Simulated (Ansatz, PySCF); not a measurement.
H₈N₂Si₂, SMILES N[SiH2][SiH2]N.

Geometry: PBE0-D3(BJ)/def2-SVP. One conformer was computed; it need not be the lowest.

Vertical ionisation energy (IE) and electron affinity (EA) in eV. Rows of orbital energies are one-electron estimates. Where ΔSCF, EOM or ADC give a negative EA the extra electron is unbound and the value depends on the basis.

```tsv
level	IE	EA
−ε(HOMO), −ε(LUMO), PBE0/def2-TZVP (PySCF)	7.12	0.19
−ε(HOMO), −ε(LUMO), PBE/def2-TZVP (PySCF)	…	…
ΔSCF, PBE0/def2-SVPD (Ansatz), final states of multiplicity 2 and 2	9.02	-1.16
ΔSCF, PBE/def2-SVPD (Ansatz), final states of multiplicity 2 and 2	8.58	-0.94
```

### Question
Some entries are withheld; supply them. (Estimate from the structure and the level; the computed values follow.)

### Answer

- −ε(HOMO), −ε(LUMO), PBE/def2-TZVP (PySCF), IE: 5.75
- −ε(HOMO), −ε(LUMO), PBE/def2-TZVP (PySCF), EA: 1.02

### Question
What vertical singlet–triplet gap does ΔSCF give with PBE0/def2-SVPD (Ansatz, a quantum-chemistry and plane-wave program) and with PBE/def2-SVPD (Ansatz)? (An estimate is asked for; the answer gives what the named calculation found.)

### Answer
5.32 and 4.77 eV (triplet above singlet where positive).
